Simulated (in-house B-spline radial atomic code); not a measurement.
# Binding energies in Kr⁷⁺

NIST's tabulated ground configuration is [Ar] 3d10 4s1; each binding energy is the energy of the ion with one electron taken from that subshell, relaxed, less that of the parent. Method: Dirac-Hartree-Fock, average of configuration, Fermi nucleus of rms radius 4.1884 fm. Calculated with a B-spline radial code for spherical atoms. Energies include first-order Breit, QED and recoil terms.

```tsv
subshell	X-ray name	binding energy (eV)	-ε (eV)	relaxation (eV)
2p1/2	L2	1853.9	1880.7	23.9
2p3/2	L3	1801	1826.3	23.4
3p1/2	M2	342.2	346.7	4.2
3p3/2	M3	334.1	338.3	4.0
3d3/2	M4	210.9	215.3	4.4
3d5/2	M5	209.6	213.9	4.3
4s	N1	124.6	124.8	0.1
```

Relaxation = -ε minus the binding energy without Breit, QED and recoil terms.

Emission lines follow as differences of binding energies, with λ = 12398.42 eV·Å / E:

| line | holes | energy (eV) | wavelength (Å) |
| --- | --- | --- | --- |
| L3-M5 | 2p3/2 → 3d5/2 | 1591.4 | 7.7909 |
| L2-M4 | 2p1/2 → 3d3/2 | 1643.0 | 7.5462 |

Problem. What does it cost to remove both a 2p1/2 and a 3d3/2 electron?

Solution. 2107.9 eV, which is 43.1 eV more than the two single binding energies together.

Problem. What does it cost to remove both a 2p3/2 and a 3d5/2 electron?

Solution. 2054.1 eV, which is 43.5 eV more than the two single binding energies together.

Problem. What does it cost to remove both a 3p3/2 and a 3p1/2 electron?

Solution. 712.43 eV, which is 36.21 eV more than the two single binding energies together.
